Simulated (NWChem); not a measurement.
System: C3H4OS; SMILES O=C1CSC1

```xyz
9

O      0.0000     0.0000     2.1609
C      0.0000     0.0000     0.9593
C      0.0000    -1.1766    -0.0252
S      0.0000     0.0000    -1.4632
C      0.0000     1.1766    -0.0252
H     -0.8928    -1.8065     0.0446
H      0.8928    -1.8065     0.0446
H     -0.8928     1.8065     0.0446
H      0.8928     1.8065     0.0446
```
Atoms are numbered in this order, from 1.

Geometry: optimised at B3LYP/6-31G* (spherical d).

Question: Give the principal values of the shielding tensors (ppm) of O1, C2, C3, S4 from Hartree-Fock/6-31G* (spherical d), GIAO (NWChem), with their diamagnetic and paramagnetic parts as GIAO splits them.

Answer: 
```tsv
atom	σ11	σ22	σ33	isotropic	diamagnetic	paramagnetic
O1	-810.2	-408.5	304.9	-304.6	401.2	-705.8
C2	-89.3	-2.0	107.2	5.3	245.2	-239.9
C3	106.0	157.8	183.9	149.2	252.7	-103.5
S4	419.7	632.4	975.9	676.0	1053.3	-377.3
```
